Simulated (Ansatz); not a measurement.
This Ansatz (a quantum-chemistry and plane-wave program) input (r2SCAN/aug-cc-pV(Q+d)Z) gives -396.05082 Eh with 169 basis functions. A basis named .json is the Basis Set Exchange file of that set (core-valence sets with the plain set on hydrogen).

Ansatz 0.2 input:
```yaml
crystal:
  periodic: [false, false, false]
  atoms:
    - {symbol: N, position_ang: [-0.00000000, -0.00000000, -1.01096879]}
    - {symbol: P, position_ang: [0.00000000, 0.00000000, 0.47178544]}
basis:
  gaussian:
    orbitals: aug-cc-pV_Q+d_Z.json
    fitting: {mean_field: cc-pV5Z-JKFIT.json}
hamiltonian:
  xc: {name: r2SCAN}
magnetization: {spin_polarized: false}
```

Change:
```diff
- fitting: {mean_field: cc-pV5Z-JKFIT.json}
+ final_grid: {core_spheres: 8, valence_spheres: 7, degree: 23}
```

**Question.** What does the run give now?

**Answer.** -396.05074 Eh (r2SCAN/aug-cc-pV(Q+d)Z, 169 functions), a change of +0.08 mEh.
